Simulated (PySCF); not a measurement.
H5AlN2 (SMILES [NH2][AlH][NH2]), singlet, geometry from GFN2-xTB (such geometries of metal compounds can be far from the true shape). Base run: M062X/6-31G (PySCF).

Here is a job for PySCF.
```python
from pyscf import gto, scf, dft, solvent

mol = gto.Mole()
mol.atom = '''
    Al   -0.240331   -0.221203   -0.295113
    H    -1.073518   -0.988079   -1.318220
    N    -0.001157    1.517206   -0.584774
    H    -0.368515    2.023853   -1.380776
    H     0.508379    2.171846   -0.003963
    N     0.404869   -1.145625    1.080510
    H     0.983426   -0.798771    1.835816
    H     0.248544   -2.134275    1.233458
'''
mol.basis = '6-31g'
mol.charge = 0
mol.spin = 0
mol.verbose = 4
mol.build()

mf = dft.RKS(mol)
mf.xc = 'm062x'
mf.kernel()
```

Variants of this job, named by their change:

```json
[
 {"change": "base", "ΔE vs base (kcal/mol)": "0.000", "dipole (D)": "1.36", "HOMO-LUMO gap (eV)": "9.28"},
 {"change": "model = IEF-PCM; solvent = tetrahydrofuran; r_probe = 0.5", "ΔE vs base (kcal/mol)": "…", "dipole (D)": "…", "HOMO-LUMO gap (eV)": "…"},
 {"change": "model = ddCOSMO; solvent = tetrahydrofuran", "ΔE vs base (kcal/mol)": "-3.07", "dipole (D)": "1.59", "HOMO-LUMO gap (eV)": "9.27"},
 {"change": "model = C-PCM; solvent = tetrahydrofuran", "ΔE vs base (kcal/mol)": "-5.17", "dipole (D)": "1.64", "HOMO-LUMO gap (eV)": "9.32"},
 {"change": "model = IEF-PCM; solvent = n-hexane", "ΔE vs base (kcal/mol)": "…", "dipole (D)": "…", "HOMO-LUMO gap (eV)": "…"},
 {"change": "model = COSMO; solvent = tetrahydrofuran", "ΔE vs base (kcal/mol)": "-4.82", "dipole (D)": "1.62", "HOMO-LUMO gap (eV)": "9.32"},
 {"change": "model = IEF-PCM; solvent = tetrahydrofuran; lebedev_order = 41", "ΔE vs base (kcal/mol)": "-4.80", "dipole (D)": "1.63", "HOMO-LUMO gap (eV)": "9.31"},
 {"change": "model = IEF-PCM; solvent = tetrahydrofuran; lebedev_order = 11", "ΔE vs base (kcal/mol)": "-4.46", "dipole (D)": "1.61", "HOMO-LUMO gap (eV)": "9.31"},
 {"change": "model = IEF-PCM; solvent = dimethylsulfoxide", "ΔE vs base (kcal/mol)": "-5.81", "dipole (D)": "1.69", "HOMO-LUMO gap (eV)": "9.32"},
 {"change": "model = IEF-PCM; solvent = tetrahydrofuran", "ΔE vs base (kcal/mol)": "-4.77", "dipole (D)": "1.63", "HOMO-LUMO gap (eV)": "9.31"},
 {"change": "model = IEF-PCM; solvent = acetonitrile", "ΔE vs base (kcal/mol)": "…", "dipole (D)": "…", "HOMO-LUMO gap (eV)": "9.32"},
 {"change": "model = IEF-PCM; solvent = tetrahydrofuran; vdw_scale = 1.1", "ΔE vs base (kcal/mol)": "-6.93", "dipole (D)": "1.64", "HOMO-LUMO gap (eV)": "9.40"}
]
```

### Question
What belongs in the gaps?

### Answer

- model = IEF-PCM; solvent = tetrahydrofuran; r_probe = 0.5, ΔE vs base (kcal/mol): -1.53
- model = IEF-PCM; solvent = tetrahydrofuran; r_probe = 0.5, dipole (D): 1.54
- model = IEF-PCM; solvent = tetrahydrofuran; r_probe = 0.5, HOMO-LUMO gap (eV): 9.23
- model = IEF-PCM; solvent = n-hexane, ΔE vs base (kcal/mol): -2.08
- model = IEF-PCM; solvent = n-hexane, dipole (D): 1.48
- model = IEF-PCM; solvent = n-hexane, HOMO-LUMO gap (eV): 9.29
- model = IEF-PCM; solvent = acetonitrile, ΔE vs base (kcal/mol): -5.74
- model = IEF-PCM; solvent = acetonitrile, dipole (D): 1.68

The base is the gas phase, so ΔE is the electrostatic part of solvation at a fixed geometry, without cavity and dispersion terms.
